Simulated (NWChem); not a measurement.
Isomers of C3H6OSi, each optimised at B3LYP/6-31G* with NWChem, gas phase unless a solvent is named. Flexible species stand in one conformer each, which need not be the lowest. Pople sets run with spherical d functions. Relative energies count from the lowest isomer at each level and are electronic, without zero-point energy, on those geometries.

A: C#C[Si@@H](C)O
B: O1C(=CC1)[SiH3]
C: CC#C[SiH2]O
D: O=C1C[SiH2]C1

```
quantity                                                        A     B     C     D
-----------------------------------------------------------  ----  ----  ----  ----
relative energy, B3LYP/def2-SVP (kcal/mol)                    0.0  45.4   0.6   9.0
dipole (D), B3LYP/6-31G*                                     1.35  1.56  2.78  2.73
SMD solvation free energy in water, B3LYP/6-31G* (kcal/mol)  -4.0  -0.9  -4.0  -2.8
```
